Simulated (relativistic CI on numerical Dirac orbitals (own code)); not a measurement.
**Cubic crystal-field splitting of Yb³⁺ by operator equivalents**

Problem. Yb³⁺ (4f13) sits in a cubic field with the Wybourne parameters B⁴₀ = 310 and B⁶₀ = 290 cm⁻¹. Find the levels of its ground J multiplet, neglecting the mixing with the other J.

Working.
1. One f hole has the ground level ²F7/2 with g_J = 8/7 and the Stevens factors β = −2/1155 and γ = 4/27027.
2. Stevens form: B₄ = β B⁴₀/8 = -0.0671 and B₆ = γ B⁶₀/16 = 0.00268 cm⁻¹, in H = B₄(O₄⁰ + 5O₄⁴) + B₆(O₆⁰ − 21O₆⁴).
3. For J = 7/2 the eigenvalues are E(Γ6) = 840B₄ − 25200B₆ = -124.0, E(Γ7) = −1080B₄ − 15120B₆ = 31.9 and E(Γ8) = 120B₄ + 20160B₆ = 46.0 cm⁻¹.
4. Order and energies above the lowest: Γ6 0.0, Γ7 155.9, Γ8 170.0 cm⁻¹. A Γ6 ground doublet has the isotropic |g| = 2.667.

Check. Diagonalising spin-orbit coupling (free-ion gap 9982 cm⁻¹, from a Dirac-Coulomb-Breit calculation) and field together in all 14 states gives Γ6 0.0, Γ7 155.0, Γ8 168.4 cm⁻¹, with |g| = 2.667. The other multiplet starts at 10079 cm⁻¹; the differences from the hand values come from J mixing and grow with the ratio of the field to that gap.
